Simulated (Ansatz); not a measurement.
Frontier orbitals of `[CH3][Sn]([CH3])([CH3])[I]`.

Charge 0, multiplicity 1. Correlated methods include outer-core shells of I, Sn, which these sets cover unevenly. Sn, I takes the def2 core potential. The structure was optimised at the PBE0-D4/def2-TZVP level. Basis def2-TZVPP, Ansatz.

```csv
functional,HOMO (eV),LUMO (eV),gap (eV)
PBE,-5.98,-1.31,4.67
PBE0,-7.10,-0.45,6.65
r2SCANh,-6.67,-0.75,5.92
BHLYP,-8.05,0.45,8.50
LC-ωPBE,-9.68,1.65,11.33
ωB97X-V,-9.35,1.54,10.89
ωB97M-V,-9.23,1.36,10.59
```

What is the vertical ionisation energy at frozen-core CCSD(T)/def2-TZVPP? (Estimate.)

The calculation gave: 9.12 eV (T1 of the cation 0.016).

Against PBE, PBE0 changes HOMO and LUMO by −1.12 and +0.86 eV, ωB97M-V by −3.24 and +2.67 eV. A gap of 4.67 eV thus becomes 10.58 eV for the same molecule, so an orbital gap means little without its functional. A positive LUMO is unbound and depends on the basis. −ε(HOMO) differs from that ionisation energy by −3.14 eV with PBE and +0.11 eV with ωB97M-V.

LC-ωPBE has ω = 0.4 bohr⁻¹.
